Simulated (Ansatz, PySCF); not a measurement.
Dimer: HCl (SMILES Cl) (first 2 atoms) with SiH4 (SMILES [SiH4]); geometry from B3LYP-D3(BJ)/def2-TZVP, rigid monomers moved along the line of their centres of mass till Cl1···Si3 is 3.40 Å.
(charge 0, multiplicity 1):
```xyz
7

Cl     0.626     1.138    -0.225
H      1.119    -0.034    -0.058
Si    -0.096     0.038     2.906
H     -0.233     1.507     2.986
H     -1.077    -0.510     1.943
H     -0.334    -0.559     4.240
H      1.273    -0.312     2.459
```

Interaction energies are E(AB) − E(A) − E(B) at the monomers' geometry in the complex; basis-set methods are counterpoise corrected.

Cores are frozen in the correlated methods. CBS: X⁻³ extrapolation of the correlation energy, Hartree–Fock from the larger set.

Programs: Ansatz (Gaussian basis) for Hartree–Fock, density functionals and correlated methods; PySCF for the dispersion terms. Each number belongs to the level named beside it.

PBE/def2-TZVPPD gives 0.63 kcal/mol for the interaction energy.

Question: Predict the shift from PBE, with its sign, for: PBE-D3(BJ)/def2-TZVPPD, r2SCAN/def2-TZVPPD, PBE0/def2-TZVPPD, wB97M-V/def2-TZVPPD, MP2/CBS(aug-cc-pV(D+d)Z, aug-cc-pV(T+d)Z), CCSD(T)/CBS(aug-cc-pV(D+d)Z, aug-cc-pV(T+d)Z).

Answer: PBE-D3(BJ)/def2-TZVPPD -1.11; r2SCAN/def2-TZVPPD -0.56; PBE0/def2-TZVPPD -0.02; wB97M-V/def2-TZVPPD -0.99; MP2/CBS(aug-cc-pV(D+d)Z, aug-cc-pV(T+d)Z) -1.05; CCSD(T)/CBS(aug-cc-pV(D+d)Z, aug-cc-pV(T+d)Z) -0.94 kcal/mol. 0 of 6 lie above PBE; the widest gap is to PBE-D3(BJ)/def2-TZVPPD.

Ansatz is a quantum-chemistry and plane-wave program.
